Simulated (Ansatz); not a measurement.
One geometry of 1-ethyl-3-methylimidazolium, `CCn1cc[n+](C)c1`, several levels of theory.

```yaml
crystal:
  periodic: [false, false, false]
  atoms:
    - {symbol: C, position_ang: [2.756362, 0.487124, 0.290161]}
    - {symbol: C, position_ang: [1.878256, -0.234634, -0.717760]}
    - {symbol: N, position_ang: [0.482398, -0.354391, -0.256412]}
    - {symbol: C, position_ang: [0.024129, -1.238202, 0.697438]}
    - {symbol: C, position_ang: [-1.309656, -0.984288, 0.873944]}
    - {symbol: N, position_ang: [-1.637859, 0.054349, 0.027304]}
    - {symbol: C, position_ang: [-2.967216, 0.644112, -0.118083]}
    - {symbol: C, position_ang: [-0.538291, 0.419578, -0.646432]}
    - {symbol: H, position_ang: [3.781479, 0.546090, -0.103031]}
    - {symbol: H, position_ang: [2.795258, -0.047474, 1.250890]}
    - {symbol: H, position_ang: [2.400821, 1.512264, 0.471624]}
    - {symbol: H, position_ang: [1.847289, 0.291135, -1.683077]}
    - {symbol: H, position_ang: [2.234758, -1.256993, -0.914286]}
    - {symbol: H, position_ang: [0.674180, -1.974712, 1.165485]}
    - {symbol: H, position_ang: [-2.044561, -1.457318, 1.522198]}
    - {symbol: H, position_ang: [-3.674501, -0.121797, -0.464167]}
    - {symbol: H, position_ang: [-2.920399, 1.455489, -0.853585]}
    - {symbol: H, position_ang: [-3.298100, 1.047017, 0.848670]}
    - {symbol: H, position_ang: [-0.484359, 1.212651, -1.390874]}
basis:
  gaussian: {orbitals: 6-31G}
total_charge: 1
hamiltonian: {xc: hf}
scf: {omitted_lower_state_checks: [starts]}
output: {orbitals: {seedname: orbitals}}
```

The file start.molden holds the orbitals of an earlier run on this structure, at another level or in another basis.

```sh
$ ansatz run in.yaml --threads 4 --pin off --events-out ev --progress --plain --max-ram 4787MiB
```

Shortened log:

```
Functional definition: HF
1378 factors; integrals over basis functions are off by at most 2.1e-4 eV
mean field evaluation 1: about -9307.0928 eV, gradient 3.5e1 eV
mean field evaluation 2: about -9307.1007 eV, gradient 3.5e1 eV
mean field evaluation 4: about -9310.6324 eV, gradient 4.1e0 eV
mean field evaluation 8: about -9310.6771 eV, gradient 2.6e-5 eV
mean field -9310.67673519 eV, -342.1610590148 hartree, gradient 2.4e-5 eV, S^2 0.000000; 0 other end points of the search recorded, 0 dependent functions left out
reference -9310.67673519 eV, -342.1610590148 hartree; 30, 30 occupied and 64, 64 virtual orbitals, 1378 factors
Total energy: -9310.67673519 eV, -342.1610590148 hartree
Checks for a lower state left out: starts
```

Run time 0.7 s (4 threads of Arm Neoverse V1 on a shared host).

As the first input, with `gaussian: {orbitals: def2-SVP, initial_orbitals: start.molden}`, `correlation: {method: ccsd_t}` and without the key `hamiltonian` (abridged; 77 s):

```
Functional definition: HF
mean field -9307.99916346 eV, -342.0626600685 hartree, gradient 2.6e-6 eV, S^2 0.000000
8 core orbitals not correlated: weight in the atoms' cores, before any rotation towards them, 1.000 or more for the frozen orbitals, at most 0.000 for the correlated occupied ones
second order -31.12478089 eV of doubles, -0.00000000 eV of singles
cycle   1  -31.86048420 eV  change   -7.4e-1 eV  update   1.3e-1
cycle   2  -32.73537910 eV  change   -8.7e-1 eV  update   3.8e-2
cycle   3  -32.92857986 eV  change   -1.9e-1 eV  update   1.8e-2
cycle   4  -32.92376239 eV  change    4.8e-3 eV  update   4.3e-3
cycle   5  -32.92564196 eV  change   -1.9e-3 eV  update   2.2e-3
cycle   6  -32.92584663 eV  change   -2.0e-4 eV  update   7.7e-4
cycle   7  -32.92519075 eV  change    6.6e-4 eV  update   3.7e-4
cycle   8  -32.92516061 eV  change    3.0e-5 eV  update   1.2e-4
cycle   9  -32.92515731 eV  change    3.3e-6 eV  update   3.4e-5
perturbative correction -1.22461805 eV, -0.0450038832 hartree
Total energy: -9342.14893881 eV, -343.3176411655 hartree
Checks for a lower state left out: starts
```

As the first input, with `gaussian: {orbitals: def2-TZVP, initial_orbitals: start.molden}`, `hamiltonian: {xc: {name: wB97M-V}}` (abridged; 18 s):

```
Functional definition: wB97M-V
mean field -9374.63048910 eV, -344.5113161217 hartree, gradient 1.7e-5 eV, S^2 0.000000
Total energy: -9374.63054864 eV, -344.5113183097 hartree
Checks for a lower state left out: starts
```

The first input with `gaussian: {orbitals: def2-TZVP, initial_orbitals: start.molden}`, `hamiltonian: {xc: pbe, dispersion: d4}` (abridged; 3.7 s):

```
Functional definition: PBE
mean field -9366.79213987 eV, -344.2232621006 hartree, gradient 1.1e-5 eV, S^2 0.000000
Total energy: -9367.20604979 eV, -344.2384730096 hartree
Checks for a lower state left out: starts
```

As the first input, with `gaussian: {orbitals: def2-TZVP, initial_orbitals: start.molden}`, `hamiltonian: {xc: {name: wB97X-V}}` (abridged; 16 s):

```
Functional definition: wB97X-V
mean field -9376.23956351 eV, -344.5704485156 hartree, gradient 1.3e-5 eV, S^2 0.000000
Total energy: -9376.23956104 eV, -344.5704484250 hartree
Checks for a lower state left out: starts
```

First input, but with `gaussian: {orbitals: def2-SVP, initial_orbitals: start.molden}`, `hamiltonian: {xc: {text: "exchange = 0.60*pbe_x + 0.40*exact_x\ncorrelation = pbe_c"}}` (abridged; 2.9 s):

```
Functional definition: unnamed
mean field -9358.62531851 eV, -343.9231369510 hartree, gradient 1.6e-5 eV, S^2 0.000000
Total energy: -9358.62534449 eV, -343.9231379060 hartree
Checks for a lower state left out: starts
```

First input, but with `gaussian: {orbitals: def2-TZVP, initial_orbitals: start.molden}`, `hamiltonian: {xc: pbe}`, `correlation: {method: rpa}` and without the key `output` (abridged; 13 s):

```
Functional definition: PBE
mean field -9366.79197478 eV, -344.2232560336 hartree, gradient 4.5e-6 eV, S^2 0.000000
8 core orbitals not correlated: weight in the atoms' cores, before any rotation towards them, 1.000 or more for the frozen orbitals, at most 0.000 for the correlated occupied ones
Total energy: -9375.46486620 eV, -344.5419789146 hartree
Checks for a lower state left out: starts
```

Geometry: r2SCAN-D4/def2-SVP.

Correlated methods freeze 8 core orbitals.
